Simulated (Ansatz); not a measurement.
Wavefunction ladder for CHAlFN, SMILES `[F][Al]1[CH]=[N]1`

Cartesian coordinates in Å:
```
F 0.455 -1.566 -1.934
Al 0.163 -0.544 -0.694
C -0.135 0.777 0.520
N -0.208 -0.401 1.068
H -0.275 1.734 1.040
```

The species carries charge 0 and has multiplicity 1. Geometry: relaxed with PBE0-D4/def2-TZVP. Frozen core, restricted reference, Ansatz 0.2.0. CBS rows extrapolate triple and quadruple zeta; past MP2 they add the triple-zeta difference.

```csv
basis,HF (Eh),MP2 corr.,CCSD corr.,(T),CCSD(T) total
def2-SVP,-434.01604,-0.52504,-0.54039,-0.01751,-434.57394
def2-TZVPP,?,?,-0.67231,-0.02907,?
def2-QZVPP,?,-0.71760,–,–,–
CBS(def2),-434.36273,?,-0.76573,as TZ,?
```

Q: Fill in the withheld values. (Best estimate.)

A: Computed: def2-TZVPP HF (Eh): -434.34430; def2-TZVPP MP2 corr.: -0.66394; def2-TZVPP CCSD(T) total: -435.04568; def2-QZVPP HF (Eh): -434.36050; CBS(def2) MP2 corr.: -0.75735; CBS(def2) CCSD(T) total: -435.15753.
